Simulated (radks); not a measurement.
Results of a calculation; reference values are marked as such.
Species: La X. Configuration: [Kr] 4d10 5s2 (the NIST ground configuration).

Code: a radial shooting solver on a logarithmic mesh with Libxc functionals. Model: Dirac Kohn-Sham, PBE, spin-unpolarised, spherical densities, finite nucleus; Fermi nuclear charge, rms radius 4.855 fm.

Energy parts (Ry):
total: -16954.7138
kinetic: 18145.2810
electron-nucleus: -40808.4495
Hartree: 6108.3541
exchange-correlation: -399.8993

Orbitals (lengths in bohr, moments of r in powers of bohr; r(max) is where P^2 peaks):
| orbital | occ. | eigenvalue (Ry) | <r> | <r^4> | r(max) | <r^2> | small-component weight |
|---|---|---|---|---|---|---|---|
| 1s1/2 | 2 | -2854.927 | 0.02507 | 1.918e-06 | 0.01608 | 0.0008538 | 4.44e-02 |
| 2s1/2 | 2 | -462.0565 | 0.1070 | 0.0003177 | 0.09109 | 0.01356 | 9.62e-03 |
| 2p1/2 | 2 | -436.3299 | 0.08990 | 0.0002004 | 0.06950 | 0.009958 | 9.65e-03 |
| 2p3/2 | 4 | -405.9582 | 0.09600 | 0.0002479 | 0.07466 | 0.01122 | 9.09e-03 |
| 3s1/2 | 2 | -105.9902 | 0.2847 | 0.01305 | 0.2605 | 0.09275 | 2.93e-03 |
| 3p1/2 | 2 | -95.13828 | 0.2745 | 0.01220 | 0.2472 | 0.08759 | 2.87e-03 |
| 3p3/2 | 4 | -89.21330 | 0.2865 | 0.01433 | 0.2584 | 0.09520 | 2.72e-03 |
| 3d3/2 | 4 | -70.20214 | 0.2575 | 0.01109 | 0.2082 | 0.07832 | 2.60e-03 |
| 3d5/2 | 6 | -68.93394 | 0.2613 | 0.01166 | 0.2113 | 0.08049 | 2.55e-03 |
| 4s1/2 | 2 | -28.47890 | 0.6514 | 0.3312 | 0.6075 | 0.4784 | 9.04e-04 |
| 4p1/2 | 2 | -24.46921 | 0.6704 | 0.3868 | 0.6177 | 0.5105 | 8.41e-04 |
| 4p3/2 | 4 | -23.19287 | 0.6964 | 0.4488 | 0.6415 | 0.5504 | 7.93e-04 |
| 4d3/2 | 4 | -16.59028 | 0.7482 | 0.6608 | 0.6635 | 0.6460 | 6.59e-04 |
| 4d5/2 | 6 | -16.36416 | 0.7569 | 0.6908 | 0.6712 | 0.6608 | 6.47e-04 |
| 5s1/2 | 2 | -10.70356 | 1.395 | 6.485 | 1.327 | 2.167 | 2.67e-04 |
| 5p1/2 | 0 | -9.38670 | 1.489 | 8.504 | 1.410 | 2.472 | 2.40e-04 |
| 5p3/2 | 0 | -9.09802 | 1.534 | 9.536 | 1.457 | 2.622 | 2.29e-04 |
| 6s1/2 | 0 | -5.66539 | 2.480 | 62.23 | 2.506 | 6.830 | 1.24e-04 |

The highest occupied level is 5s1/2 at -145.63 eV. The electron density at the nucleus is 3.518e+05 e/bohr^3.
